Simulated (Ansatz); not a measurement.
Stepwise reaction of `[F][Nb]([F])([F])([F])[Cl]` with hydrogen chloride, as a gas-phase model of exchange steps in deposition or etching. ΔE in kJ/mol; ΔG adds harmonic PBE0-D4 terms to CCSD(T)/CBS, at 1 bar.

Gas-phase electronic energies from Ansatz, PBE0-D4/def2-TZVP geometries. CCSD(T)/CBS is the MP2 limit (def2-TZVPP, def2-QZVPP) plus CCSD(T) − MP2 in def2-TZVPP, frozen cores. This one scheme is used for every species. DFT in def2-TZVPP. B3LYP here is the variant with VWN-RPA as its local correlation; programs differ in this. Elements past krypton have def2 core potentials. For Nb outer-core shells are correlated without core-valence functions, which leaves a few kJ/mol of doubt a bond.

| step | reaction | PBE-D4 | B3LYP-D4 | ωB97M-V | CCSD(T)/CBS | ΔG(400 K) |
| --- | --- | --- | --- | --- | --- | --- |
| 1 | `[F][Nb]([F])([F])([F])[Cl]` + HCl → `[F][Nb]([F])([F])([Cl])[Cl]` + H–F | 28.1 | 31.7 | 35.2 | 22.9 | 26.9 |
| 2 | `[F][Nb]([F])([F])([Cl])[Cl]` + HCl → `[F][Nb]([F])([Cl])([Cl])[Cl]` + H–F | 24.5 | 27.0 | 32.1 | 18.2 | 26.8 |

By hand: ΔE of the 2 steps together at CCSD(T)/CBS.

(22.9) + (18.2) = 41.1 kJ/mol, or 20.5 kJ/mol a step.

In ΔE the steps differ by no more than 4.7 kJ/mol. All are uphill at CCSD(T)/CBS. ΔG lies between 26.8 and 26.9 kJ/mol a step. PBE-D4 differs from CCSD(T)/CBS by 5.2 to 6.3 kJ/mol a step. Isolated molecules leave out the surface, adducts and barriers. Largest T1 diagnostic: 0.021.
